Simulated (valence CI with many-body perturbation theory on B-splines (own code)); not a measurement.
The numbers below are computed, except where a source is named.
Cs³³⁺: input, log and results

Level of theory: configuration interaction combined with many-body perturbation theory (CI+MBPT): four valence electrons over a frozen Dirac-Fock core [Ar], a basis of 5 s, 5 p, 4 d, 4 f functions for each j, with the one-electron correlation potential Σ1 (screened to all orders), the two-electron term Σ2, the three-electron term Σ3, Breit, model QED; selected single and double excitations, second order for the rest, scaled by the run's own slope (own B-spline code, finite nucleus).

Command, and the settings that its task file holds:

```sh
python run_cv.py task.json out
```

```
atom Cs  Z=55  mass_number=133  rms_radius_fm=4.8041
core [Ar]
valence 3d4
avg = 1
basis = S
breit = 1
cap = 20000
capref = 1200
cscale = 1
de = 0.0
dress = 0
eps = 2e-08
extrap = 1
h = 0.27
hh = 1
l2 = 3
lcore = 6
maxit = 60
n2 = 5
natural = 1
nlev = 30
nno = [2, 2, 2, 2, 0]
nroot = 26
nsp = [3, 3, 2, 2, 0]
pt2 = 1
qed = 1
rpa = 1
s1 = 1
s2 = 1
s3 = 1
screen = 1
tol = 2e-05
whole = 1
```

It took 26 s on 1 thread of Arm Neoverse N1, on a shared host.

Log. The first blocks belong to the next ion, which gives the ionisation energy. Fields: 2J, parity (1 odd), roots, reference size, generating configurations, candidates as configurations/state functions, variational space P, stored matrix elements, Davidson steps; e2 is the range of second-order energies in hartree. The first line gives the box (bohr), its intervals, the orbitals and the steps of their self-consistent field. Window is the range of levels sought, series limit the energy at which the first omitted orbital would enter, core excitation an estimate of the first excitation out of the core, left out the lowest levels not solved, and shifts from estimates the range by which levels moved from their first estimate, all in cm⁻¹.

```
rmax 3.4 intervals 58 orbitals 31 references ['3d4', '3d3 4s', '3d3 4p'] scf 4 t 1.3
2J=3 par=0 roots 2 ref 27 generators 4 cand 465/1121 P 481/1148 nnz 0 it 0
2J=3 par=0 roots 2 ref 27 generators 5 cand 66/172 P 547/1320 nnz 0 it 4
   second order: generators 7 cand 407/936 e2 -0.00000 -0.00000
2J=5 par=0 roots 2 ref 29 generators 3 cand 457/1267 P 472/1296 nnz 0 it 0
2J=5 par=0 roots 2 ref 29 generators 4 cand 37/95 P 509/1391 nnz 0 it 4
   second order: generators 6 cand 443/1189 e2 -0.00000 -0.00000
2J=7 par=0 roots 2 ref 22 generators 2 cand 430/1157 P 442/1179 nnz 0 it 0
2J=7 par=0 roots 2 ref 22 generators 2 cand 8/14 P 450/1193 nnz 0 it 0
   second order: generators 6 cand 430/1110 e2 -0.00000 -0.00000
reference levels 556, estimated 34, window 587974 1/cm; series limit 11685914, core excitation 1602363
2J=0 par=0 roots 5 ref 17 generators 4 cand 34/56 P 710/1255 nnz 0 it 0
2J=0 par=0 roots 5 ref 17 generators 4 cand 0/0 P 710/1255 nnz 0 it 0
   second order: generators 8 cand 1314/3080 e2 -0.00003 -0.00000
2J=2 par=0 roots 4 ref 36 generators 3 cand 149/614 P 708/3125 nnz 2.3e+06 it 3
2J=2 par=0 roots 4 ref 36 generators 3 cand 24/100 P 732/3225 nnz 2.4e+06 it 3
   second order: generators 4 cand 480/3485 e2 -0.00001 -0.00000
2J=4 par=0 roots 8 ref 51 generators 4 cand 269/1429 P 627/3920 nnz 3.6e+06 it 5
2J=4 par=0 roots 8 ref 51 generators 4 cand 126/693 P 753/4613 nnz 4.9e+06 it 6
   second order: generators 5 cand 480/4967 e2 -0.00001 -0.00000
2J=8 par=0 roots 7 ref 42 generators 4 cand 305/1418 P 643/3923 nnz 3.8e+06 it 5
2J=8 par=0 roots 7 ref 42 generators 4 cand 72/420 P 715/4343 nnz 4.6e+06 it 3
   second order: generators 5 cand 469/3770 e2 -0.00000 -0.00000
2J=6 par=0 roots 6 ref 49 generators 3 cand 259/1437 P 572/3927 nnz 3.8e+06 it 5
2J=6 par=0 roots 6 ref 49 generators 3 cand 155/884 P 727/4811 nnz 5.5e+06 it 5
   second order: generators 4 cand 480/5484 e2 -0.00001 -0.00000
2J=10 par=0 roots 2 ref 25 generators 2 cand 137/560 P 589/3056 nnz 2.4e+06 it 3
2J=10 par=0 roots 2 ref 25 generators 2 cand 34/158 P 623/3214 nnz 2.7e+06 it 4
   second order: generators 2 cand 25/34 e2 -0.00000 -0.00000
2J=12 par=0 roots 2 ref 14 generators 2 cand 30/97 P 538/2136 nnz 0 it 3
2J=12 par=0 roots 2 ref 14 generators 2 cand 8/14 P 546/2150 nnz 0 it 3
   second order: generators 2 cand 4/7 e2 -0.00000 -0.00000
left out: unestimated 6964896, estimated none, shifts from estimates -2 to 19
operators 1.5
```

The Davidson iterations converged.

No measured spectrum was set against this ion. As an estimate, large intervals hold to a few tenths of a per cent, small ones and those within an open d or f shell to about a per cent. Only levels of the ground parity were solved; by the run's estimate the other parity begins above the list, which can be wrong where configurations are misplaced.

```
Valence energy                            : -335.1823 hartree
Ionisation energy                         : 2138 eV (NIST: 2137 ± 5 eV (theoretical))
Reference configurations for the orbitals : 3d4, 3d3 4s, 3d3 4p
Radial orbitals                           : 31
Box radius                                : 3.371 bohr
Largest variational space                 : 4811
Lowest levels                             : (3d3/2^4) J=0 0, (3d3/2^3 3d5/2) J=1 90837, (3d3/2^3 3d5/2) J=2 142310, (3d3/2^3 3d5/2) J=4 159200, (3d3/2^3 3d5/2) J=3 167260, (3d3/2^2 3d5/2^2) J=0 [a] 236450, (3d3/2^2 3d5/2^2) J=4 [a] 249080, (3d3/2^2 3d5/2^2) J=2 [a] 266670, (3d3/2^2 3d5/2^2) J=3 [a] 267900, (3d3/2^2 3d5/2^2) J=5 288500, (3d3/2^2 3d5/2^2) J=1 298880, (3d3/2^2 3d5/2^2) J=6 304750, (3d3/2^2 3d5/2^2) J=4 [b] 327690, (3d3/2^2 3d5/2^2) J=2 [b] 335320 cm⁻¹
```

Levels are named by their leading jj configuration (3d3/2^4 stands for four electrons in 3d with j = 3/2), which in mixed levels can hold well under half, so a name can repeat and another be missing. Letters in brackets count levels of one name in rising energy.
